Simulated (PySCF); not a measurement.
Consider `[O]=[Ti]([Cl])[Cl]` (Cl2OTi). Coordinates in Å; atoms count from 1 in this order:
```
Ti    0.1281    0.0123    0.2834
O     1.6754   -0.0788   -0.1243
Cl   -0.8162    1.9804   -0.1876
Cl   -0.9671   -1.9045   -0.0179
```

These are calculated values, PBE0-D3(BJ)/ma-def2-SVP in PySCF (grid level 2) at geometries from BP86-D3(BJ)/ma-def2-SVP. The prefix ma- adds one diffuse s and one diffuse p function on all atoms but H. Thermal corrections: GFN2-xTB frequencies, unscaled, ideal gas at 298.15 K and 1 bar, quasi-RRHO entropy. These were taken at the GFN2-xTB minima.

**Question.** What are the vertical and the adiabatic electron affinity for forming the radical anion?

**Answer.** 2.51 eV vertical and 2.82 eV adiabatic, the latter with zero-point energy.

**Question.** Where does the unpaired spin of the relaxed radical anion sit?

**Answer.** Ti1 (Ti) 1.10, O2 (oxygen) -0.08 (intrinsic atomic orbital populations).

Note: ma-def2-SVP is a small basis, whose errors can reach tens of kJ/mol; spin-orbit coupling is left out of the energies, which matters for open shells on the heavier atoms.
